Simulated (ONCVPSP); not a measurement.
**La: ONCV pseudisation with LDA (Perdew-Zunger), scalar-relativistic reference atom.**

* Element: La
* Generator: ONCVPSP 4.0.1
* Type: optimised norm-conserving Vanderbilt (ONCV)
* Functional: LDA (Perdew-Zunger)
* Relativity: scalar-relativistic
* Frozen core: [Xe]
* Valence charge: 3
* Reference configuration: 5d1 6s2
* Partial waves: 6s: rc 2.85 bohr, ncon 5, nbas 8, qcut 2.6 1/bohr, 2 projectors, debl 1.3 Ha; p scattering state at 0.21 Ha: rc 3.65 bohr, ncon 4, nbas 7, qcut 2.3 1/bohr, 2 projectors, debl 3.7 Ha; 5d: rc 3.80 bohr, ncon 4, nbas 9, qcut 4.6 1/bohr, 1 projector; f scattering state at 0.45 Ha: rc 3.85 bohr, ncon 4, nbas 7, qcut 2.6 1/bohr, 3 projectors, debl 2.2 Ha
* Local potential: polynomial inside 2.55 bohr (lpopt 5, dvloc0 4 Ha)
* Core correction: Teter function, fcfact 5.5, rcfact 1.8

All-electron outer shells of the reference configuration (LDA (Perdew-Zunger), scalar-relativistic, ld1.x):

```json
{"shell": "6s", "level (eV)": "-3.82", "outermost node (bohr)": "1.86", "outermost maximum (bohr)": "3.74"}
{"shell": "5d", "level (eV)": "-3.21", "outermost node (bohr)": "0.95", "outermost maximum (bohr)": "2.24"}
```

(1) Does this generation succeed?

## Answers

(1) No. ONCVPSP 4.0.1 stopped with "optimize: ERROR ps0norm > uunorm, code will stop": the continuity conditions at rc already need more norm inside rc than the all-electron wave has, so norm conservation cannot be met. It happened in the s channel.
